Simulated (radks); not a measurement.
Q: Species: Pb13+. Configuration: [Xe] 4f14 5d1. Calculated with a radial shooting solver on a logarithmic mesh with Libxc functionals: Dirac Kohn-Sham, LB94 model potential, spin-unpolarised, spherical densities, finite nucleus; open shells fill j = l - 1/2 first; Fermi nuclear charge, rms radius 5.5012 fm. Some entries of the table are withheld. Estimate them.

orbital  occ.  eigenvalue (hartree)  <1/r> (bohr^-1)  <r^2> (bohr^2)
1s1/2       2             -3250.827            101.3       0.0003566
2s1/2       2             -589.5410            25.08             (1)
2p1/2       2             -567.2507            25.08        0.003756
2p3/2       4             -486.1788            20.00        0.004936
3s1/2       2             -148.9209            9.191         0.03463
3p1/2       2             -138.6949            9.120             (2)
3p3/2       4             -120.6166            7.795             (3)
3d3/2       4             -103.5948            7.701         0.02875
3d5/2       6             -99.73691            7.405         0.03046
4s1/2       2             -40.86708            3.898          0.1665
4p1/2       2             -36.42834              (4)          0.1685
4p3/2       4             -32.01659              (5)          0.1996
4d3/2       4                   (6)            3.149          0.2064
4d5/2       6                   (7)            3.045          0.2169
4f5/2       6             -14.42555            2.731          0.2327
5s1/2       2             -14.23730            1.709          0.7439
4f7/2       8             -14.23361            2.692          0.2387
5p1/2       2             -12.62107            1.612          0.8192
5p3/2       4             -11.62371            1.457          0.9519
5d3/2       1              -9.16453            1.281           1.190
5d5/2       0              -9.00275            1.251           1.236
6s1/2       0              -7.24323           0.9085             (8)
6p1/2       0              -6.59101           0.8623           2.812
6p3/2       0              -6.23124           0.8075           3.132

A: 
(1) 2s1/2 <r^2> (bohr^2): 0.005347
(2) 3p1/2 <r^2> (bohr^2): 0.03143
(3) 3p3/2 <r^2> (bohr^2): 0.03772
(4) 4p1/2 <1/r> (bohr^-1): 3.798
(5) 4p3/2 <1/r> (bohr^-1): 3.335
(6) 4d3/2 eigenvalue (hartree): -24.71744
(7) 4d5/2 eigenvalue (hartree): -23.88816
(8) 6s1/2 <r^2> (bohr^2): 2.524
